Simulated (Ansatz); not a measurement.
HCl, charge +1, doublet, at a GFN2-xTB geometry (a state made from the parent by changing its charge; the spin is typed, not shown lowest); HF/cc-pVDZ (Ansatz, a program for electronic structure).

Ansatz was given this input:
Ansatz 0.2 input:
```yaml
crystal:
  periodic: [false, false, false]
  atoms:
    - {symbol: Cl, position_ang: [-0.00000000, -0.00000000, -0.07393369]}
    - {symbol: H, position_ang: [0.00000000, 0.00000000, 1.25687273]}
basis:
  gaussian:
    orbitals: cc-pVDZ
hamiltonian:
  xc: hf
total_charge: 1
magnetization: {spin_polarized: true, initial_magnetization: 1}
```

Task: Write the output that Ansatz gives for this input, abridged.

Result: 
```
Functional definition: HF
240 factors; integrals over basis functions are off by at most 7.8e-4 eV
mean field evaluation 1: about -12507.6143 eV, gradient 8.5e0 eV
mean field evaluation 2: about -12507.6419 eV, gradient 8.5e0 eV
mean field evaluation 4: about -12508.1131 eV, gradient 7.4e-1 eV
mean field evaluation 8: about -12508.1188 eV, gradient 7.4e-4 eV
mean field -12508.11878929 eV, -459.6648871991 hartree, gradient 1.4e-5 eV, S^2 0.757911; 0 other end points of the search recorded, 0 dependent functions left out
reference -12508.11878929 eV, -459.6648871991 hartree; 9, 8 occupied and 14, 15 virtual orbitals, 240 factors
Total energy: -12508.11878929 eV, -459.6648871991 hartree
```
